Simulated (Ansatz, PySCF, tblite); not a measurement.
Scan of H2Be, singlet: symmetric bend, bond length relaxed. Scanned: H-Be-H angle. Other coordinates (Be-H bond length) were minimised at B3LYP/def2-TZVP.

Methods: RHF/def2-SVP (PySCF); GFN2-xTB, 300 K electronic temperature (tblite); RKS-B3LYP/cc-pVDZ = restricted B3LYP/cc-pVDZ run with Ansatz (a program for electronic structure).

Energies in mEh, each method relative to its own lowest point.

| a / ° | RHF | GFN2-xTB | RKS-B3LYP/cc-pVDZ |
|---|---|---|---|
| 180 | 0.0 | 0.0 | 0.0 |
| 169.47 | … | 0.3 | 0.9 |
| 159.43 | 4.0 | 1.3 | 3.6 |
| 147.98 | 9.6 | 3.2 | 8.6 |
| 141.81 | 13.7 | 4.7 | 12.3 |
| 130.17 | 23.2 | 8.6 | 21.1 |
| 118.21 | 35.9 | … | 32.9 |
| 111.48 | 44.5 | 18.9 | 40.9 |
| 97.73 | 65.7 | … | 60.5 |
| 92.16 | 75.7 | … | 69.8 |
| 80.85 | 99.3 | 57.0 | 91.6 |
| 67.71 | 132.2 | … | 121.6 |
| 60 | 154.1 | 121.1 | 141.4 |

### Question
Some entries are withheld; supply them.

### Answer

- 169.47, RHF: 1.1
- 118.21, GFN2-xTB: 14.5
- 97.73, GFN2-xTB: 31.4
- 92.16, GFN2-xTB: 38.3
- 67.71, GFN2-xTB: 91.0
